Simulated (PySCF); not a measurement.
## Electron correlation in Sc (scandium, neutral)

[Ar] 3d2 4s1, high-spin 4F determinant (an excited configuration). Computed with PySCF 2.14 in ANO-RCC-VTZP (6s5p3d2f1g, 59 functions), with scalar relativity by spin-free X2C-1e. Frozen: [Ne]; 11 electrons correlated.

MP2 pair energies summed by pair of shells (mhartree):

| pair | energy | share (%) |
| --- | --- | --- |
| 3p-3p | -145.96 | 48.3 |
| 3p-3d | -68.66 | 22.7 |
| 3s-3p | -45.03 | 14.9 |
| 3p-4s | -10.82 | 3.6 |
| 3s-3d | -10.68 | 3.5 |
| 3s-3s | -8.12 | 2.7 |
| 3d-4s | -6.27 | 2.1 |
| 3d-3d | -6.02 | 2.0 |
| 3s-4s | -0.68 | 0.2 |

Total MP2 correlation energy: -302.24 mhartree.

Same-spin part -89.91 and opposite-spin part -212.33 mhartree; SCS-MP2 scales them by 1/3 and 6/5 to -284.77 mhartree.
